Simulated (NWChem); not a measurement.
System: GeSiH6Te; SMILES [SiH3][Te][GeH3]

Program: NWChem. Geometry: optimised at PBE0/def2-SVP (def2 core potentials past Kr). No frequency run checked for a minimum.

Question: What does the run give for PBE/STO-3G (all-electron, non-relativistic)? Quantities: highest occupied level (eV); orbital gap (eV); dipole (D).

Answer: The highest occupied level (eV) comes out as -2.34. The orbital gap (eV) comes out as 4.55 and the dipole (D) comes out as 2.20.
